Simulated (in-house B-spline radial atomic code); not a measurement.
What moves the levels of Sb⁺ ([Kr] 4d10 5s2 5p2)? Level of theory: Dirac-Hartree-Fock, average of configuration, Fermi nucleus of rms radius 4.6802 fm; calculated with a B-spline radial code for spherical atoms.

Baseline run (computed): total energy -6480.2395 hartree, 1s1/2 at -1127.358 hartree, 5p3/2 at -15.475 eV with <r> = 2.727 bohr.

Scaling the speed of light c (a factor of 100 is close to the non-relativistic limit):

```csv
c/c0,ΔE (hartree),5p3/2 level (eV),5p3/2 <r> (bohr)
0.95,-19.525,-15.4503,2.728
0.98,-7.415,-15.4654,2.728
1.02,6.9419,-15.4834,2.727
1.5,95.714,-15.5931,2.725
100,167.16,-15.6798,2.725
```

Changing the nucleus:

```json
{"nucleus": "Gaussian nucleus of rms radius 4.6802 fm", "ΔE (eV)": "-0.0172"}
{"nucleus": "uniform spherical nucleus of rms radius 4.6802 fm", "ΔE (eV)": "0.00624"}
{"nucleus": "Gaussian nucleus of rms radius 0.01 fm", "ΔE (eV)": "-4.96"}
{"nucleus": "Fermi nucleus of rms radius 4.5866 fm", "ΔE (eV)": "-0.182"}
{"nucleus": "Fermi nucleus of rms radius 4.7738 fm", "ΔE (eV)": "0.185"}
```

A larger nucleus binds the electrons less, roughly as the density at the nucleus times the change of the nuclear <r²>. At equal rms radius the shape enters only through higher moments. A radius of 0.01 fm is nearly a point.

The nuclear charge is raised by 0.1. What does the Hellmann-Feynman theorem predict for the energy, and what is found?

dE/dZ ≈ -Σ<1/r>, which is -308.311 at the start and -309.151 at the end; their mean times 0.1 is -30.873 hartree, and the two runs differ by -30.873 hartree.
